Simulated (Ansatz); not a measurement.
CH6AlSi, SMILES `[CH3][Al-][SiH3]` (lower singlet) (charge -1, multiplicity 1). This singlet lies 0.73 eV below the relaxed triplet at the level frozen-core CCSD(T)/aug-cc-pVDZ // PBE0-D3(BJ)/def2-TZVPD (Ansatz, a first-principles code).

Computed with PBE/aug-cc-pVTZ // PBE0-D3(BJ)/def2-TZVPD (Ansatz).

Ansatz 0.2 input:
```yaml
crystal:
  periodic: [false, false, false]
  atoms:
    - { symbol: C, position_ang: [1.725452, 0.233793, 0.036928] }
    - { symbol: Al, position_ang: [0.625087, -0.992697, 1.255252] }
    - { symbol: Si, position_ang: [-1.600578, -0.337064, 0.058466] }
    - { symbol: H, position_ang: [2.787595, 0.251459, 0.307263] }
    - { symbol: H, position_ang: [1.650556, -0.100068, -1.008812] }
    - { symbol: H, position_ang: [1.354891, 1.269085, 0.058558] }
    - { symbol: H, position_ang: [-2.045825, 1.072456, 0.409289] }
    - { symbol: H, position_ang: [-2.868077, -1.115142, 0.343407] }
    - { symbol: H, position_ang: [-1.6291, -0.281825, -1.460351] }
basis:
  gaussian: { orbitals: aug-cc-pVTZ }
hamiltonian:
  xc: pbe
total_charge: -1
```

Output:

```
Functional definition: PBE
1267 factors; their error is unknown
mean field evaluation 1: about -15593.8686 eV, gradient 5.2e1 eV
mean field evaluation 2: about -15563.2512 eV, gradient 9.4e1 eV
mean field evaluation 4: about -15600.4694 eV, gradient 8.5e0 eV
mean field evaluation 8: about -15600.7967 eV, gradient 1.5e-1 eV
mean field evaluation 16: about -15600.7725 eV, gradient 2.2e-4 eV
mean field -15600.77245284 eV, -573.3178130585 hartree, gradient 3.2e-5 eV, S^2 0.000000; 0 other end points of the search recorded, 0 dependent functions left out
reference -15600.77251212 eV, -573.3178152371 hartree; 20, 20 occupied and 264, 264 virtual orbitals, 1267 factors
Total energy: -15600.77251212 eV, -573.3178152371 hartree
```
